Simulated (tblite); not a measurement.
Species: C6H5FSi.
SMILES: `C#C[C@@H]1[C@@H](F)[Si@@H]1C#C`

Computed with GFN2-xTB (tblite): harmonic, unscaled wavenumbers at the GFN2-xTB geometry, gas phase. The method is semi-empirical: single wavenumbers can be off by several per cent or more. Modes of hydrogen on silicon can be 10 to 20 % off.

Harmonic wavenumbers (cm⁻¹): 56.2, 84.0, 123.7, 158.1, 233.9, 254.2, 261.3, 344.5, 382.0, 423.5, 477.8, 569.4, 585.5, 647.7, 652.8, 664.8, 678.6, 688.7, 768.2, 870.8, 950.4, 1041.7, 1067.9, 1100.9, 1211.8, 1294.8, 2198.6, 2269.1, 2384.4, 2999.3, 3010.2, 3360.8, 3399.5.

A = 1923, B = 1448, C = 930.0 MHz; mass 124.014 u (most abundant isotopes); point group C1, symmetry number 1.

Q: Zero-point energy?

A: Half the sum of the wavenumbers: 17608 cm⁻¹ = 50.34 kcal/mol.

Q: Entropy at 273.15 K, 1 bar (ideal gas, RRHO, classical rotation)?

A: Translation 39.95, rotation 28.95, vibration 24.12: S = 93.0 cal/(mol K).

Q: And Cp and H(273.15 K) − H(0)?

A: Cp = 34.45 cal/(mol K), of which vibrations give 26.50 (their classical limit is 33 R = 65.6); H(273.15 K) − H(0) = 5.80 kcal/mol without the zero-point energy, 3.63 from vibrations.

Q: Blend soft modes into free rotors: weight 1/[1 + (100 cm⁻¹/ν̃)⁴] for the oscillator and the rest for a rotor with moment μB/(μ + B), μ = h/(8π²ν), B = 10⁻⁴⁴ kg m². What vibrational entropy results?

A: 22.62 cal/(mol K) in place of 24.12, which changes −T·S at 273.15 K by +0.41 kcal/mol.

Q: What must be added to the electronic energy to get the Gibbs energy at 273.15 K and 1 bar?

A: ZPE + [H(273.15 K) − H(0)] − T·S = 50.34 + 5.80 − 25.41 = 30.73 kcal/mol.

Hindered rotation and anharmonicity are outside this model. The structure is chiral; the term R ln 2 for an equal mix with its mirror image is left out.
